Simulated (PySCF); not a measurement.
Compound: F2H5InP2.
Atom-mapped SMILES: `[F:1][P+:2]([F:3])([PH2:4])[InH3-:5]` (hydrogens: H6, H7 on P4; H8, H9, H10 on In5)

Method: PBE0-D3(BJ)/def2-SVP geometry optimisation, gas phase, def2 core potentials past Kr in PySCF 2.14.0; density fitting, grid level 1; the optimiser is geomeTRIC in internal coordinates, started from a GFN2-xTB structure with every atom displaced at random (about 0.01 Å).

At the end of the run (lengths in Å): In5–H9 1.743, In5–H10 1.728, P4–H7 1.430, P2–In5 2.784, In5–H8 1.741, P2–P4 2.212, P2–F3 1.599, F1–P2–In5 116.7°, F1–P2–F3 100.1°, P4–P2–In5 119.3°, F1–P2–P4 99.3°, H8–In5–P2–F1 178°, H6–P4–P2–F1 -173°.

Task: These geometries were met on the way; a selection of coordinates is given. Order them by energy above the end point, lowest first.
A. In5–H9 1.682, In5–H10 1.686, P4–H7 1.397, P2–In5 2.751, In5–H8 1.720, P2–P4 2.197, P2–F3 1.610, F1–P2–In5 140.9°, F1–P2–F3 94.8°, P4–P2–In5 115.4°, F1–P2–P4 98.6°, H8–In5–P2–F1 -159°, H6–P4–P2–F1 -171°
B. In5–H9 1.735, In5–H10 1.727, P4–H7 1.429, P2–In5 2.807, In5–H8 1.751, P2–P4 2.214, P2–F3 1.598, F1–P2–In5 129.6°, F1–P2–F3 100.6°, P4–P2–In5 117.9°, F1–P2–P4 98.0°, H8–In5–P2–F1 -171°, H6–P4–P2–F1 -167°
C. In5–H9 1.737, In5–H10 1.730, P4–H7 1.431, P2–In5 2.760, In5–H8 1.747, P2–P4 2.213, P2–F3 1.598, F1–P2–In5 120.7°, F1–P2–F3 99.7°, P4–P2–In5 117.6°, F1–P2–P4 99.7°, H8–In5–P2–F1 -178°, H6–P4–P2–F1 -169°
D. In5–H9 1.740, In5–H10 1.726, P4–H7 1.433, P2–In5 2.787, In5–H8 1.750, P2–P4 2.212, P2–F3 1.604, F1–P2–In5 133.0°, F1–P2–F3 97.7°, P4–P2–In5 118.8°, F1–P2–P4 100.5°, H8–In5–P2–F1 -162°, H6–P4–P2–F1 -168°

Result: C (0.009 eV), B (0.031 eV), D (0.067 eV), A (0.214 eV).

| step | E above end (eV) | rms distance from the end, all atoms (Å) | largest force (eV/Å) | rms shift of all bonds from the end (Å) |
| --- | --- | --- | --- | --- |
| 7 | 0.009 | 0.114 | 0.151 | 0.009 |
| 4 | 0.031 | 0.294 | 0.186 | 0.009 |
| 1 | 0.067 | 0.352 | 0.554 | 0.004 |
| 0 | 0.214 | 0.387 | 1.337 | 0.031 |

Rows stand in the order of the answer.
